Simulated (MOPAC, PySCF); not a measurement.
[Zn(H)(SH)], neutral singlet in the gas phase. 

Cartesian coordinates (Å):
```xyz
4

Zn     0.0549    -0.0074    -0.0677
H      1.2526    -0.5371     0.7385
S     -1.6595     0.7555    -1.1966
H     -1.1554     0.2577    -2.3632
```
Charge 0, multiplicity 1.

All levels are single points at this geometry (PBE-D3(BJ)/def2-SVP); Pople sets use spherical d functions. Orbital energies aren't observables, and empty levels follow the basis.

```tsv
level	HOMO (eV)	LUMO (eV)	gap (eV)	dipole (D)	vertical IE, Delta-SCF (eV)
PBE-D3(BJ)/def2-TZVP in PySCF	-6.10	-1.50	4.60	1.13	–
TPSSh-D3(BJ)/def2-TZVP in PySCF	-6.65	-1.05	5.60	1.18	–
B3LYP/3-21G in PySCF	-7.03	-1.03	6.00	1.83	–
B3LYP/6-311+G** (LANL2DZ on Zn) in PySCF	-7.00	-0.91	6.08	1.63	–
B3LYP/6-31G* (LANL2DZ on Zn) in PySCF	-6.93	-0.92	6.01	1.56	9.70
B3LYP/LANL2DZ in PySCF	-7.01	-0.99	6.02	1.92	–
BP86/6-31G* (LANL2DZ on Zn) in PySCF	-6.10	-1.40	4.71	1.53	–
PBE/6-31G* (LANL2DZ on Zn) in PySCF	-5.99	-1.31	4.68	1.55	–
HF/3-21G in PySCF	-10.09	1.33	11.42	2.28	–
HF/6-31G* (LANL2DZ on Zn) in PySCF	-9.96	1.22	11.18	1.79	8.60
HF/STO-3G in PySCF	-2.73	5.40	8.14	1.12	–
AM1 in MOPAC	-9.84	-0.29	9.55	2.20	–
PM7 in MOPAC	-8.56	0.02	8.58	4.48	–
```
